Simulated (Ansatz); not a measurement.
Ansatz (a quantum-chemistry and plane-wave program) input:
A basis named .json is the Basis Set Exchange file of that set.

Ansatz 0.2 input:
```yaml
crystal:
  periodic: [false, false, false]
  atoms:
    - {symbol: C, position_ang: [-2.38242482, -0.57312317, -0.73288063]}
    - {symbol: N, position_ang: [-1.68737991, 0.22081672, 0.26252272]}
    - {symbol: C, position_ang: [-2.57925228, 1.04162493, 1.06075949]}
    - {symbol: Si, position_ang: [-0.02835051, 0.65168353, 0.06804863]}
    - {symbol: C, position_ang: [1.00533341, -0.83977125, -0.39425354]}
    - {symbol: Si, position_ang: [2.85067113, -0.59770896, -0.15306425]}
    - {symbol: H, position_ang: [-1.68434572, -1.21661177, -1.26895008]}
    - {symbol: H, position_ang: [-3.12693173, -1.21927999, -0.25444346]}
    - {symbol: H, position_ang: [-2.90938503, 0.04611884, -1.47350655]}
    - {symbol: H, position_ang: [-3.12879027, 1.77849695, 0.45714533]}
    - {symbol: H, position_ang: [-2.01750816, 1.58228295, 1.82304719]}
    - {symbol: H, position_ang: [-3.32014864, 0.41517698, 1.57036360]}
    - {symbol: H, position_ang: [0.40465439, 1.22601200, 1.36497512]}
    - {symbol: H, position_ang: [0.21548219, 1.68770123, -0.97877707]}
    - {symbol: H, position_ang: [0.82897151, -1.09270053, -1.44375864]}
    - {symbol: H, position_ang: [0.68729164, -1.69732586, 0.20583263]}
    - {symbol: H, position_ang: [3.61412020, -1.74342246, -0.70535093]}
    - {symbol: H, position_ang: [3.16507693, -0.47667367, 1.29037906]}
    - {symbol: H, position_ang: [3.30874549, 0.63648119, -0.83614854]}
basis:
  gaussian:
    orbitals: aug-cc-pV_D+d_Z.json
magnetization: {spin_polarized: true, initial_magnetization: 2}
correlation: {method: ccsd_t, electrons: outside_noble_gas}
```

Q: What final total energy does it print?

A: -754.30744 Eh (CCSD(T)/aug-cc-pV(D+d)Z). The basis has 273 functions.

This state (charge 0, triplet) is run at the relaxed geometry of the species with charge 0 and multiplicity 1, and is a spin state other than that species' own.
